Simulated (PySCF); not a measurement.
From one molecule to another.

First species: C5H10O3.
SMILES: `O=C(O)CCCOC`

Second species: C7H5FO.
Bonds: O1–C2 (double), C2–F3, C2–C4, C4–C5 (aromatic), C5–C6 (aromatic), C6–C7 (aromatic), C7–C8 (aromatic), C8–C9 (aromatic), C4–C9 (aromatic). Hydrogens: H10 on C5; H11 on C6; H12 on C7; H13 on C8; H14 on C9.

Levels: PBE0/pcSseg-1 for HOMO energy, LUMO energy and HOMO–LUMO gap. Geometries: GFN2-xTB. All species are isolated and taken at one optimised geometry, non-relativistic unless stated. Electronic properties by PySCF.

The conformers computed, where there is a choice (atom-mapped SMILES and torsion angles):
- `[O:1]=[C:2]([F:3])[c:4]1[cH:5][cH:6][cH:7][cH:8][cH:9]1`: O1–C2–C4–C5 180°

The conformers of `COCCCC(=O)O` aren't listed.

```json
{"property": "HOMO energy", "column X": "-7.36 eV", "column Y": "-8.08 eV"}
{"property": "LUMO energy", "column X": "0.38 eV", "column Y": "-2.01 eV"}
{"property": "HOMO–LUMO gap", "column X": "7.74 eV", "column Y": "6.07 eV"}
```

(1) Which column belongs to which species?

(2) How does each property change from the first species to the second?

Answers

(1) Column X is the first species and column Y the second. The first has 18 atoms and 64 electrons, the second 14 and 64.

(2) HOMO energy -0.72 eV; LUMO energy -2.39 eV; HOMO–LUMO gap -1.67 eV.

